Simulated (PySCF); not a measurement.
Oscillator strengths, rates and cross-sections

Compound: CF3SO3H.
Geometry (PBE0-D3(BJ)/def2-SVP, Å), atoms numbered from 1 in this order:
```
atom  x, y, z in Å
O1    -0.7553   -0.0459    1.7158
S2    -0.7560   -0.2836    0.2909
O3    -1.4001   -1.3971   -0.3463
O4    -1.2483    1.0504   -0.4630
C5     1.0171   -0.2831   -0.2531
F6     1.5702    0.8701    0.0890
F7     1.6410   -1.2712    0.3530
F8     1.0934   -0.4388   -1.5568
H9    -1.1492    1.8022    0.1436
```

Method used: TDDFT CAM-B3LYP/def2-SVPD, vertical, gas phase, core orbitals frozen in the response in PySCF.

Computed singlets with f of 0.002 or more:

```json
{"state": "S1", "E (eV)": "8.46", "f": "0.0073"}
{"state": "S2", "E (eV)": "8.76", "f": "0.039"}
{"state": "S3", "E (eV)": "8.79", "f": "0.0084"}
{"state": "S4", "E (eV)": "8.96", "f": "0.031"}
{"state": "S5", "E (eV)": "9.09", "f": "0.0088"}
{"state": "S6", "E (eV)": "9.34", "f": "0.031"}
{"state": "S7", "E (eV)": "9.38", "f": "0.0091"}
{"state": "S8", "E (eV)": "9.58", "f": "0.0058"}
{"state": "S9", "E (eV)": "9.71", "f": "0.010"}
{"state": "S10", "E (eV)": "9.90", "f": "0.023"}
```

Turn these into Einstein A coefficients, radiative lifetimes, transition dipoles and integrated cross-sections.

A / s⁻¹ = 0.6670 f (ν̃ / cm⁻¹)² and τ = 1/A in vacuum; |μ| follows from f = (2/3) ΔE |μ|² (atomic units, 1 au = 2.5417 D); ∫σ dE = 109.76 f Mb·eV.

```json
{"state": "S1", "A (s⁻¹)": "2.3×10⁷", "τ": "44 ns", "|μ| (D)": "0.48", "∫σ dE (Mb·eV)": "0.8"}
{"state": "S2", "A (s⁻¹)": "1.3×10⁸", "τ": "7.7 ns", "|μ| (D)": "1.08", "∫σ dE (Mb·eV)": "4.3"}
{"state": "S3", "A (s⁻¹)": "2.8×10⁷", "τ": "36 ns", "|μ| (D)": "0.50", "∫σ dE (Mb·eV)": "0.92"}
{"state": "S4", "A (s⁻¹)": "1.1×10⁸", "τ": "9.2 ns", "|μ| (D)": "0.96", "∫σ dE (Mb·eV)": "3.4"}
{"state": "S5", "A (s⁻¹)": "3.1×10⁷", "τ": "32 ns", "|μ| (D)": "0.50", "∫σ dE (Mb·eV)": "0.96"}
{"state": "S6", "A (s⁻¹)": "1.2×10⁸", "τ": "8.4 ns", "|μ| (D)": "0.94", "∫σ dE (Mb·eV)": "3.4"}
{"state": "S7", "A (s⁻¹)": "3.5×10⁷", "τ": "29 ns", "|μ| (D)": "0.51", "∫σ dE (Mb·eV)": "1"}
{"state": "S8", "A (s⁻¹)": "2.3×10⁷", "τ": "43 ns", "|μ| (D)": "0.40", "∫σ dE (Mb·eV)": "0.64"}
{"state": "S9", "A (s⁻¹)": "4.2×10⁷", "τ": "24 ns", "|μ| (D)": "0.53", "∫σ dE (Mb·eV)": "1.1"}
{"state": "S10", "A (s⁻¹)": "9.8×10⁷", "τ": "10 ns", "|μ| (D)": "0.78", "∫σ dE (Mb·eV)": "2.5"}
```

Leading configurations: S1 H→L (60%); S2 H-1→L (53%); S3 H→L+1 (43%); S4 H-1→L+1 (48%); S5 H-2→L (48%); S6 H-3→L (48%); S7 H-2→L+1 (33%); S8 H→L+7 (17%); S9 H-4→L (18%); S10 H-3→L+1 (32%) (H = HOMO, L = LUMO).

Only emission to the ground state at the vertical energy is counted.

Suppose S1 emitted 0.3 eV lower with the same transition dipole. How would A change?

At fixed |μ|, A goes as the cube of the energy: (8.16/8.46)³ = 0.90, which makes τ about 50 ns.

What is the integrated cross-section of all computed states together?

Σf = 0.174 over S1 to S10, so 109.76 × Σf ≈ 19.2 Mb·eV.

How much energy does a mole of photons resonant with S2 carry?

8.759 eV × 96.485 = 845 kJ/mol (202 kcal/mol).

The vertical ionisation energy (ΔSCF) is 12.69 eV, 2.79 eV above S10.

The run took 2.9 min of wall time on one thread of an Arm Neoverse V2, shared host.

One conformer stands for the species.
